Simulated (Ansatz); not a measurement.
Ansatz (an electronic-structure program) input (r2SCAN/def2-TZVPD):

Ansatz 0.2 input:
```yaml
crystal:
  periodic: [false, false, false]
  atoms:
    - {symbol: O, position_ang: [1.86930343, -1.31139426, 0.01399706]}
    - {symbol: Al, position_ang: [0.22875749, -0.91835939, 0.07183444]}
    - {symbol: O, position_ang: [-1.03999688, -2.01790211, 0.24642183]}
    - {symbol: Br, position_ang: [-0.31126448, 1.24958821, -0.09774329]}
    - {symbol: H, position_ang: [2.23232569, -2.19530784, 0.07493477]}
    - {symbol: H, position_ang: [-0.94636870, -2.96723659, 0.32888151]}
basis:
  gaussian:
    orbitals: def2-TZVPD
hamiltonian:
  xc: {name: r2SCAN}
magnetization: {spin_polarized: true, initial_magnetization: 2}
```

Output:

```
Functional definition: r2SCAN
integrals: 0.14 GiB planned
1154 factors; their error is unknown
0.30 GiB of the device are held for the grids
1.16 GiB of device memory are held for the factors and their scratch space
mean field: 1.02 GiB planned
mean field evaluation 1: about -80752.1711 eV, gradient 6.6e1 eV
mean field evaluation 2: about -80508.7990 eV, gradient 1.8e2 eV
mean field evaluation 4: about -80761.0591 eV, gradient 3.2e1 eV
mean field evaluation 8: about -80766.7960 eV, gradient 1.2e1 eV
mean field evaluation 16: about -80768.0333 eV, gradient 5.1e-1 eV
mean field evaluation 32: about -80768.0934 eV, gradient 3.1e-4 eV
mean field evaluation 64: about -80767.7216 eV, gradient 1.3e-6 eV
mean field evaluation 96: about -80768.0868 eV, gradient 9.3e-2 eV
mean field evaluation 128: about -80767.8062 eV, gradient 2.2e0 eV
mean field evaluation 160: about -80768.0691 eV, gradient 7.7e-1 eV
mean field evaluation 192: about -80767.3234 eV, gradient 7.9e0 eV
mean field -80768.09335582 eV, -2968.1726842466 hartree, gradient 1.9e-6 eV, S^2 2.004709; 22 other end points of the search recorded, 0 dependent functions left out
reference -80768.09339394 eV, -2968.1726856472 hartree; 34, 32 occupied and 164, 166 virtual orbitals, 1154 factors
Total energy: -80768.09339394 eV, -2968.1726856472 hartree
```

This state (charge 0, triplet) is run at the relaxed geometry of the species with charge 0 and multiplicity 1, and is a spin state other than that species' own.
